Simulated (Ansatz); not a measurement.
## Worked example: vertical ionisation energy of SnH3O (SMILES [OH][SnH2])

SnH3O has 5 atoms, charge 0, and is taken as a doublet. SMILES: `[OH][SnH2]`. The coordinates come from a PBE0-D4/def2-TZVP relaxation. This is one conformer, not always the lowest.

Both states at this one shape; open shells run unrestricted unless said. 1 Eh = 27.2114 eV.

```
        level  program  doublet SnH3O (Eh)  singlet SnH3O+ (Eh)
  UPBE/STO-3G   Ansatz        -6040.544465         -6040.357487
UB3LYP/STO-3G   Ansatz        -6041.236752         -6041.040566
 UPBE0/STO-3G   Ansatz        -6040.888568         -6040.691993
UHSE06/STO-3G   Ansatz        -6040.906358         -6040.710328
```

Task: Work out the vertical ionisation energy at each level.

Result: 
1. UPBE/STO-3G: -6040.357487 − (-6040.544465) = 0.186978 Eh = 5.09 eV.
2. UB3LYP/STO-3G: -6041.040566 − (-6041.236752) = 0.196186 Eh = 5.34 eV.
3. UPBE0/STO-3G: -6040.691993 − (-6040.888568) = 0.196575 Eh = 5.35 eV.
4. UHSE06/STO-3G: -6040.710328 − (-6040.906358) = 0.196030 Eh = 5.33 eV.

No measured value is set beside it here; the levels span 5.09 to 5.35 eV. Spin-orbit coupling, which splits open shells on such heavy atoms by tenths of an eV, is left out. Minimal sets are far from the basis-set limit. All-electron rows are non-relativistic unless named.
